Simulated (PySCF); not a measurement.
Gas-phase reaction: BI₃ + 4 H ⇌ 3 HI + BH

Energies from PySCF, thermal terms from the rigid-rotor harmonic-oscillator model, ideal gas at 1 bar. † marks an energy on the PBE0/def2-TZVP geometry and frequencies; other levels use their own. Open shells (unrestricted): H (multiplicity 2); the rest are closed-shell singlets. I: scalar-relativistic def2 core potential, no spin-orbit coupling. The harmonic model lacks anharmonicity and excited electronic states, which grow with temperature; levels with a mode under 35 cm⁻¹ are left out. Soft modes under 120 cm⁻¹ make the harmonic entropy rough for BI₃.

```tsv
level	ΔE electronic, kJ	ΔH°(298 K), kJ	ΔS°(298 K), J/K	ΔG°(1400 K), kJ
HF/def2-TZVP†	-296	-260	-17	-193
M06-2X/def2-TZVP†	-378	-342	-17	-276
PBE/def2-SVP	-311	-277	-17	-211
PBE0/def2-QZVP†	-348	-312	-17	-245
ωB97M-V/def2-TZVP†	-401	-365	-17	-299
ωB97X-V/def2-TZVP†	-390	-354	-17	-288
```
ΔH° is lowest at ωB97M-V/def2-TZVP† and highest at HF/def2-TZVP†. No reference value is set beside these.
